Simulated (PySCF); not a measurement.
Ionisation energy of In⁺ by level of theory

In⁺ [Kr] 4d10 5s2 (1S) → In²⁺ [Kr] 4d10 5s1 (2S), as a difference of total energies. All numbers are calculated (PySCF 2.14, scalar relativity through the core potential, in cc-pVDZ-PP with ECP28MDF (4s3p2d, 23 functions)). Correlated levels: valence: 4s2 4p6 4d10 frozen. The calculations carry no spin-orbit coupling.

| method | ionisation energy (eV) | error (eV) |
| --- | --- | --- |
| UHF | 17.011 | -1.859 |
| M06-L | 18.661 | -0.209 |
| B3LYP | 19.073 | +0.203 |
| MP2 (valence) | 17.575 | -1.295 |
| SCS-MP2 (valence) | 17.688 | -1.182 |
| CCSD (valence) | 17.869 | -1.001 |

Reference: 18.870 eV (measured; NIST Atomic Spectra Database, ionization energies).

Errors of the correlated levels include the incompleteness of this basis and the frozen core.

With two correlated electrons CCSD is exact in that space.
